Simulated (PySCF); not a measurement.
4-propylaniline, C₉H₁₃N.
Geometry (PBE0-D3(BJ)/def2-SVP, Å), atoms numbered from 1 in this order:
```xyz
23
C9H13N angstrom
C     -2.751   -0.756    0.036
C     -2.443    0.536   -0.702
C     -1.402    1.417   -0.001
C     -0.039    0.786    0.095
C      0.407    0.159    1.262
C      1.653   -0.457    1.337
C      2.514   -0.470    0.228
N      3.734   -1.118    0.278
C      2.074    0.159   -0.949
C      0.827    0.769   -1.006
H     -1.846   -1.373    0.157
H     -3.498   -1.358   -0.503
H     -3.150   -0.554    1.044
H     -3.370    1.121   -0.833
H     -2.083    0.303   -1.720
H     -1.762    1.664    1.012
H     -1.325    2.374   -0.543
H     -0.238    0.156    2.146
H      1.967   -0.937    2.268
H      4.422   -0.825   -0.403
H      4.127   -1.257    1.199
H      2.724    0.167   -1.828
H      0.518    1.254   -1.937
```

The calculation used PBE0-D3(BJ)/def2-SVP geometry optimisation, gas phase (PySCF 2.14.0).

Take the most abundant isotopes and a rigid rotor. The values belong to one conformer with, in the numbering `[CH3:1][CH2:2][CH2:3][c:4]1[cH:5][cH:6][c:7]([NH2:8])[cH:9][cH:10]1`, C1–C2–C3–C4 64°, C2–C3–C4–C5 -99°.

Question: What are A, B and C (cm⁻¹)?

Answer: Ia = 163.62, Ib = 698.02, Ic = 752.16 u·Å²; 505379 MHz·u·Å²/I gives 3089, 724.0 and 671.9 MHz, that is A = 0.10303, B = 0.02415, C = 0.02241 cm⁻¹.

Question: Classify the top.

Answer: A near-prolate asymmetric top. Ray's parameter κ = (2B − A − C)/(A − C) = -0.957; −1 is the prolate and +1 the oblate limit.

Question: Is it planar, by Δ = Ic − Ia − Ib?

Answer: Not planar: Δ = Ic − Ia − Ib = -109.48 u·Å². For a rigid frame Δ = −2 Σ m c², so Σ m c² = 54.74 u·Å² lies off the ab plane: 13.94 from hydrogen and 40.80 from heavier atoms. The atom farthest from that plane is 1.91 Å away.

Question: Give the other two planar moments, Paa and Pbb, and the rms extents of the mass along the axes.

Answer: Paa = Σ m a² = (Ib + Ic − Ia)/2 = 643.28 and Pbb = Σ m b² = (Ia + Ic − Ib)/2 = 108.88 u·Å². With the mass M = 135.10 u, the rms extents √(P/M) along a, b and c are 2.18, 0.90, 0.64 Å.

Question: Predict some low-J microwave lines.

Answer: The dipole components are |μa| = 1.64 D, |μb| = 0.13 D, |μc| = 0.42 D. Intensities carry the squares of the components, which stand as 1.00 : 0.01 : 0.07 (a : b : c). Some lines, for components of 0.1 D or more:

```json
{"type": "b", "branch": "R", "J(Ka,Kc)": "2(0,2) ← 1(1,1)", "MHz": "426", "lower level (cm⁻¹)": "0.125"}
{"type": "a", "branch": "R", "J(Ka,Kc)": "1(0,1) ← 0(0,0)", "MHz": "1396", "lower level (cm⁻¹)": "0.000"}
{"type": "c", "branch": "Q", "J(Ka,Kc)": "1(1,1) ← 1(0,1)", "MHz": "2365", "lower level (cm⁻¹)": "0.047"}
{"type": "b", "branch": "Q", "J(Ka,Kc)": "1(1,0) ← 1(0,1)", "MHz": "2417", "lower level (cm⁻¹)": "0.047"}
{"type": "b", "branch": "Q", "J(Ka,Kc)": "2(1,1) ← 2(0,2)", "MHz": "2470", "lower level (cm⁻¹)": "0.140"}
{"type": "a", "branch": "R", "J(Ka,Kc)": "2(1,2) ← 1(1,1)", "MHz": "2740", "lower level (cm⁻¹)": "0.125"}
{"type": "a", "branch": "R", "J(Ka,Kc)": "2(0,2) ← 1(0,1)", "MHz": "2791", "lower level (cm⁻¹)": "0.047"}
{"type": "a", "branch": "R", "J(Ka,Kc)": "2(1,1) ← 1(1,0)", "MHz": "2844", "lower level (cm⁻¹)": "0.127"}
{"type": "b", "branch": "R", "J(Ka,Kc)": "1(1,1) ← 0(0,0)", "MHz": "3761", "lower level (cm⁻¹)": "0.000"}
{"type": "b", "branch": "R", "J(Ka,Kc)": "2(1,2) ← 1(0,1)", "MHz": "5104", "lower level (cm⁻¹)": "0.047"}
{"type": "c", "branch": "R", "J(Ka,Kc)": "2(1,1) ← 1(0,1)", "MHz": "5261", "lower level (cm⁻¹)": "0.047"}
{"type": "c", "branch": "Q", "J(Ka,Kc)": "2(2,1) ← 2(1,1)", "MHz": "7094", "lower level (cm⁻¹)": "0.222"}
{"type": "b", "branch": "Q", "J(Ka,Kc)": "2(2,0) ← 2(1,1)", "MHz": "7095", "lower level (cm⁻¹)": "0.222"}
{"type": "b", "branch": "Q", "J(Ka,Kc)": "2(2,1) ← 2(1,2)", "MHz": "7251", "lower level (cm⁻¹)": "0.217"}
{"type": "b", "branch": "R", "J(Ka,Kc)": "2(2,1) ← 1(1,0)", "MHz": "9938", "lower level (cm⁻¹)": "0.127"}
{"type": "c", "branch": "R", "J(Ka,Kc)": "2(2,0) ← 1(1,0)", "MHz": "9939", "lower level (cm⁻¹)": "0.127"}
{"type": "c", "branch": "R", "J(Ka,Kc)": "2(2,1) ← 1(1,1)", "MHz": "9990", "lower level (cm⁻¹)": "0.125"}
{"type": "b", "branch": "R", "J(Ka,Kc)": "2(2,0) ← 1(1,1)", "MHz": "9991", "lower level (cm⁻¹)": "0.125"}
```

Question: Estimate the classical rotational partition function at 10 K, 25 K and 100 K.

Answer: Point group C1, symmetry number σ = 1; q = (√π/σ)·√((kT/h)³/(ABC)), k/h = 20836.6 MHz/K: 4350 at 10 K, 17200 at 25 K, 138000 at 100 K.

Not checked by PBE0-D3(BJ)/def2-SVP frequencies. These are rigid-rotor constants of the computed structure; measured ground-state constants (B0) also hold zero-point vibration. A rigid rotor knows nothing of inversion at nitrogen or internal rotation, which can split or shift real lines. Quadrupole hyperfine structure (14N) is left out.

Rough CPU time on one thread of a shared machine: about 3 min. That covers the optimisation of the geometry.
